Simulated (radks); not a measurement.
Values are calculated unless marked as measured or tabulated.
Task: These are the eigenvalues of the occupied orbitals of an atom or ion with whole-number occupations (hartree). Level of theory: scalar-relativistic Kohn-Sham, PBE, spin-polarised, spherical densities, point nucleus (a radial shooting solver on a logarithmic mesh with Libxc functionals).

1s down: -2716.202
1s up: -2716.202
2s up: -473.9803
2s down: -473.9687
2p up: -412.8098
2p down: -412.8006
3s up: -111.1644
3s down: -111.1607
3p up: -93.20721
3p down: -93.20299
3d up: -73.16597
3d down: -73.15802
4s up: -24.35100
4s down: -24.34028
4p up: -18.46200
4p down: -18.45210
4d up: -11.15621
4d down: -11.14457
5s up: -4.52456
5s down: -4.42918
4f up: -3.04225
5p up: -3.03178
4f down: -3.02143
5p down: -2.90899
5d up: -1.33982

Which element is it, and in what charge state? The configuration may be excited. Open shells, if any, are filled with parallel spins first.

Result: Z = 76, osmium, charge +3: Os3+ in [Xe] 4f14 5d5. The list shows which subshells hold electrons but not how many an open one holds; the 1s level, -2716.2 hartree, gives Z - s = 73.7 by -(Z - s)^2/2, which with screening and relativity narrows Z to a few neighbours, and the depths of the outer levels then fix element, charge and occupations together.
